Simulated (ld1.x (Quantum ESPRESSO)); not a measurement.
Varying the TM potential for thulium

Base potential:

Tm, norm-conserving Troullier–Martins (Kleinman–Bylander form), made with ld1.x (Quantum ESPRESSO) 7.5 (LDA (PZ), scalar-relativistic). Core [Kr] 4d10 4f13, reference 5s2 5p6 5d0 6s2 6p0. Waves: 5s (bound): rc 1.70 bohr; 5p (bound): rc 2.15 bohr; 5d (bound, empty): rc 3.65 bohr; 5f channel at 0.3 Ry: rc 3.05 bohr. Local part: all-electron potential smoothed inside 1.50 bohr (lloc = -1). Core correction: Bessel-smoothed model core, default radius (core density twice the valence density).

Occupied shells without a wave of their own: 6s. They enter only through the test configuration that unscreens the potential, and ld1.x also counts them in the model core charge.

Cutoffs, loose and tight: the cutoffs (Ry, on a coarse ladder) from which the occupation-weighted sum of valence levels, in a spherical-Bessel basis at the reference potential, stays within 10 and 1 mRy of its value at 400 Ry. They do not see the model core or the augmentation charge, which bear on the density cutoff. Test errors are all-electron minus pseudo excitation energies from the reference, over the configurations 5s2 5p6 5d0 6s1 6p0; 5s2 5p6 5d0 6s0 6p0; 5s2 5p6 5d0 6s1.5 6p0; 5s2 5p6 5d1 6s1 6p0; 5s2 5p5 5d0 6s2 6p0; 5s2 5p6 5d0.5 6s1.5 6p0; 5s2 5p6 5d0 6s1 6p1. A dash means not determined; rows that change the core or the reference have their own tests.

With those shells counted twice in exchange and correlation these files are broken, and their errors move erratically; no question is asked of them.

A true bound ghost makes a file unfit for plane-wave use even where its test errors are small: the radial tests pick states by their node count and pass the ghost by.

| change | outcome | cutoff, loose | cutoff, tight | bound ghosts | largest test error (meV) |
| --- | --- | --- | --- | --- | --- |
| base | generated, misses its reference levels by 0.32 eV | 50 Ry | 70 Ry | f | -2058 |
| wave 5f channel at 0.3 Ry: rc 3.05 bohr becomes 5f channel at -0.17 Ry: rc 3.05 bohr | generated, misses its reference levels by 0.32 eV | 50 Ry | 70 Ry | f | -2058 |
| wave 5p (bound): rc 2.15 bohr becomes 5p (bound): rc 3.30 bohr | generated, misses its reference levels by 0.32 eV | 50 Ry | 70 Ry | f | -2061 |
| local potential all-electron potential smoothed inside 3.14 bohr (lloc = -1) | generated, misses its reference levels by 0.36 eV | 50 Ry | 70 Ry | f | -597 |
| wave 5f channel at 0.3 Ry: rc 3.05 bohr becomes 5f channel at 0.3 Ry: rc 2.02 bohr | generated, misses its reference levels by 0.32 eV | 50 Ry | 70 Ry | f | -2058 |
| wave 5d (bound): rc 3.65 bohr becomes 5d (bound): rc 3.32 bohr | generated, misses its reference levels by 0.32 eV | 50 Ry | 70 Ry | f | -2058 |
| wave 5s (bound): rc 1.70 bohr becomes 5s (bound): rc 1.02 bohr | generated | 140 Ry | 260 Ry | f | -1054 |
